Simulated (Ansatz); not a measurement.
Reaction (formal exchange of groups at a Mg–O bond): `C[O][Mg][S]C` + `C1=CCCCC1` → `C[S][MgH]` + `COC1=CCCCC1`

Isolated molecules relaxed with PBE0-D4/def2-TZVP in Ansatz; ΔE leaves out vibrations. CBS: MP2 limit from def2 TZ/QZ plus the TZ coupled-cluster correction, frozen cores. Functionals use def2-TZVPP. For Mg outer-core shells are correlated without core-valence functions, which leaves a few kJ/mol of doubt a bond. One conformer a species, not always the lowest.

`C[O][Mg][S]C`:

```xyz
11

C    -2.938   -0.368   -0.678
O    -1.569   -0.464   -0.572
Mg    0.178   -0.602   -0.447
S     2.447   -0.770   -0.275
C     2.888    0.599    0.852
H    -3.346   -1.112   -1.377
H    -3.434   -0.528    0.290
H    -3.249    0.622   -1.042
H     2.620    1.571    0.439
H     3.971    0.570    0.975
H     2.433    0.481    1.835
```

`C1=CCCCC1`:

Cartesian coordinates in Å:
```
C 1.417 -0.602 0.106
C 0.729 -0.556 1.242
C -0.652 0.012 1.347
C -1.032 0.818 0.112
C -0.633 0.081 -1.157
C 0.874 -0.132 -1.208
H 2.427 -1.005 0.112
H 1.179 -0.942 2.152
H -0.724 0.636 2.245
H -1.371 -0.805 1.501
H -2.104 1.034 0.115
H -0.515 1.785 0.141
H -0.969 0.626 -2.044
H -1.135 -0.894 -1.177
H 1.378 0.800 -1.497
H 1.129 -0.855 -1.990
```

`C[S][MgH]`:

```xyz
7

C    -1.183    0.011   -0.186
S     0.096    1.309   -0.058
Mg    2.029    0.131    0.311
H    -1.273   -0.565    0.735
H    -0.996   -0.664   -1.021
H    -2.133    0.515   -0.365
H     3.460   -0.737    0.583
```

`COC1=CCCCC1`:

Z-matrix (Å, degrees):
```
C
O 1 1.404
H 1 1.089 2 106.5
H 1 1.096 2 111.4 3 -119.1
H 1 1.096 2 111.3 3 119.3
C 2 1.357 1 117.3 3 -178.7
C 6 1.335 2 125.6 1 -1.7
C 6 1.494 2 110.6 1 178.2
C 7 1.499 6 122.5 2 178.3
H 7 1.084 6 120.4 2 -1.6
C 8 1.521 6 112.0 2 166.0
H 8 1.094 6 108.2 2 43.1
H 8 1.097 6 108.6 2 -71.5
C 9 1.521 7 112.4 6 -14.5
H 9 1.095 7 109.5 6 -136.8
H 9 1.099 7 109.8 6 107.8
H 11 1.096 8 109.3 6 -75.2
H 11 1.093 8 109.9 6 167.9
H 14 1.093 9 110.2 7 168.1
H 14 1.096 9 109.3 7 -74.7
```

CCSD(T)/CBS gives +160.2 kJ/mol.

(1) Another level gave +155.5 kJ/mol. Which?
A. ωB97M-V/def2-TZVPP
B. r2SCANh/def2-TZVPP
C. BLYP/def2-TZVPP
D. revPBE-D4/def2-TZVPP

Largest T1 diagnostic among the species: 0.011.

Results:

(1) C. BLYP 155.5, r2SCANh 147.6, revPBE-D4 130.8, ωB97M-V 143.2 kJ/mol.

Leaving LDA and LC-ωPBE aside and taking each functional with its dispersion term where it has one, the values, not all of them listed here, spread over 33.2 kJ/mol, from B97M-V to B2PLYP. LDA lies −23.3 kJ/mol from PBE without D4. In def2-TZVPP, CCSD(T) changes the Hartree–Fock value by −11.5 kJ/mol (the triples alone add −4.8 kJ/mol) and MP2 by −3.3 kJ/mol.

CCSD(T)/CBS has its own doubt, a few kJ/mol and more with outer-core shells, so smaller differences from it don't rank the levels.
